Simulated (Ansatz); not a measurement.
Start from `CO[SiH2]O[SiH3]` and change one atom or group to get `C=N[SiH2]O[SiH3]`.

Ansatz, PBE0-D4/def2-TZVP geometries, multiplicity 1. Each molecule was computed in one conformer, which needn't be the lowest.

```csv
property,`CO[SiH2]O[SiH3]`
HOMO energy (B3LYP/def2-TZVPP) / eV,-8.25
size of the dipole moment (PBE/def2-TZVPP) / D,0.98
HOMO energy (PBE0/def2-TZVPP) / eV,-8.48
HOMO–LUMO gap (ωB97M-V/def2-TZVPP) / eV,12.65
size of the dipole moment (B3LYP/def2-TZVPP) / D,1.00
LUMO energy (PBE/def2-TZVPP) / eV,-0.76
```

(1) What does the change do to each property? (Estimate.)

Results:

(1) Ansatz gave: 
```
                                        property  `C=N[SiH2]O[SiH3]`  shift
             HOMO energy (B3LYP/def2-TZVPP) / eV               -7.09   1.16
  size of the dipole moment (PBE/def2-TZVPP) / D                1.29   0.31
              HOMO energy (PBE0/def2-TZVPP) / eV               -7.31   1.17
         HOMO–LUMO gap (ωB97M-V/def2-TZVPP) / eV               10.87  -1.78
size of the dipole moment (B3LYP/def2-TZVPP) / D                1.39   0.39
               LUMO energy (PBE/def2-TZVPP) / eV               -2.15  -1.39
```

With PBE0 the HOMO rises by 1.17 eV and the LUMO falls by 1.13 eV, so the gap narrows by about 2.30 eV. PBE moves the HOMO by 1.03 eV and ωB97M-V by 1.19 eV. The zero-point energy changes by -31.2 kJ/mol with -3 modes. Dipoles are sizes alone; their direction can turn.

B3LYP here is the variant with VWN-RPA as its local correlation; programs differ in this.
